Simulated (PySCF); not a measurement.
Molfile (atoms numbered from 1):
```
Al2Cl6
     RDKit          3D

  8  8  0  0  0  0  0  0  0  0999 V2000
    1.8389    2.5995   -0.1629 Cl  0  0  0  0  0  0  0  0  0  0  0  0
    1.4299    0.6092    0.2566 Al  0  0  0  0  0  4  0  0  0  0  0  0
    2.9355   -0.7887    0.5443 Cl  0  0  0  0  0  0  0  0  0  0  0  0
   -0.0759    0.4698    1.9399 Cl  0  0  0  0  0  0  0  0  0  0  0  0
   -1.5790   -0.3342    0.4466 Al  0  0  0  0  0  4  0  0  0  0  0  0
   -1.9825   -2.3255    0.8660 Cl  0  0  0  0  0  0  0  0  0  0  0  0
   -3.0828    1.0655    0.1584 Cl  0  0  0  0  0  0  0  0  0  0  0  0
   -0.0719   -0.1934   -1.2372 Cl  0  0  0  0  0  0  0  0  0  0  0  0
  1  2  1  0
  2  3  1  0
  2  4  1  0
  4  5  1  0
  5  6  1  0
  5  7  1  0
  5  8  1  0
  8  2  1  0
M  CHG  4   2  -1   4   1   5  -1   8   1
M  END
```

Geometry: PBE0-D3(BJ)/def2-TZVP; GIAO absolute shieldings from PySCF 2.14.0 with density-fitted response routines, gas phase, non-relativistic, averaged over equivalent atoms.

At KT3/pcSseg-2 (344 basis functions, 86 s wall time (2.7 min CPU) on 2 threads of an AMD EPYC, shared host):
| atoms | σ (ppm) |
| --- | --- |
| Cl4/Cl8 | 809.4 |
| Cl1/Cl3/Cl6/Cl7 | 912.9 |
| Al2/Al5 | 469.1 |

Problem. Predict the values at B97-2/pcSseg-2 on the same geometry.

Solution. 
| atoms | σ at B97-2/pcSseg-2 | change |
| --- | --- | --- |
| Cl4/Cl8 | 827.4 | +18.0 |
| Cl1/Cl3/Cl6/Cl7 | 927.9 | +15.0 |
| Al2/Al5 | 465.2 | -3.9 |

The largest change is at Cl4/Cl8 (chlorine bonded to 2 Al, in a 4-membered ring). Cost: 344 basis functions, 91 s wall time (3.1 min CPU) on 2 threads of an AMD EPYC, shared host.
